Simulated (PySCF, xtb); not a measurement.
Si(H)2(Me)(vinyl) (C₃H₈Si), SMILES C(=C)[SiH2]C. Other conformers were not sampled.

Harmonic wavenumbers (cm⁻¹) from GFN2-xTB in xtb 6.7.1 at its own minimum, in rising order: 42, 123, 163, 294, 442, 497, 584, 680, 695, 761, 782, 827, 843, 920, 1009, 1030, 1278, 1373, 1424, 1490, 1493, 1671, 2195, 2223, 3017, 3034, 3036, 3043, 3067, 3098.

What does B3LYP-D3(BJ)/def2-SVP (PySCF 2.14.0) give at its own minimum? (An estimate is asked for; the answer gives what the named calculation found.)

79, 162, 191, 288, 481, 510, 625, 697, 734, 764, 887, 912, 952, 986, 1017, 1042, 1269, 1279, 1422, 1436, 1437, 1669, 2196, 2207, 3030, 3106, 3117, 3121, 3125, 3199. Paired by order, the mean absolute difference is 43 cm⁻¹ and the zero-point energies are 58.8 and 60.0 kcal/mol.
